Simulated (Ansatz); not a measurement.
Consider the homolysis of the Al–Br bond: `[SiH3][O][AlH][Br]` → `[AlH][O][SiH3]`• + Br•.

Computed with Ansatz on PBE0-D4/def2-TZVP structures; ΔE is electronic, products minus reactants. CCSD(T)/CBS adds triple-zeta CCSD(T) − MP2 to the extrapolated MP2 energy (def2 sets, frozen cores). Functionals use def2-TZVPP. B3LYP here is the variant with VWN-RPA as its local correlation; programs differ in this. HSE06 is defined as in plane-wave codes. Open shells (•) are unrestricted, without spin–orbit coupling. Spin–orbit coupling would lower the free atoms: clearly for Br. For Br outer-core shells are correlated without core-valence functions, so the limit isn't a true one: a few kJ/mol of doubt a bond, and 10 to 20 or more in all where bonds break to atoms. Scalar relativity is left out up to krypton. Each species was taken in one conformer, which may not be the lowest.

| level | ΔE (eV) |
| --- | --- |
| LDA (SPW92) | 5.09 |
| revPBE-D4 | 4.40 |
| r2SCAN0-D4 | 4.60 |
| r2SCAN | 4.63 |
| PBE0 | 4.55 |
| B3LYP | 4.42 |
| HSE06 | 4.55 |
| CCSD/def2-TZVPP | 4.55 |

Question: What does CCSD(T)/CBS give? (Estimate.)

Answer: The calculation gave: +4.83 eV. The listed levels differ from it by 0.26, -0.43, -0.23, -0.20, -0.28, -0.41, -0.28, -0.28 eV.

Largest T1 diagnostic among the species: 0.015.

From BLYP to BHLYP (50 % exact exchange), in def2-TZVPP and without D4, ΔE moves by +0.12 eV. In def2-TZVPP, CCSD(T) changes the Hartree–Fock value by +1.00 eV (the triples alone add +0.08 eV) and MP2 by +1.16 eV; breaking electron pairs costs correlation energy, which Hartree–Fock lacks.

CCSD(T)/CBS has its own doubt, a few kJ/mol and more with outer-core shells, so smaller differences from it don't rank the levels.
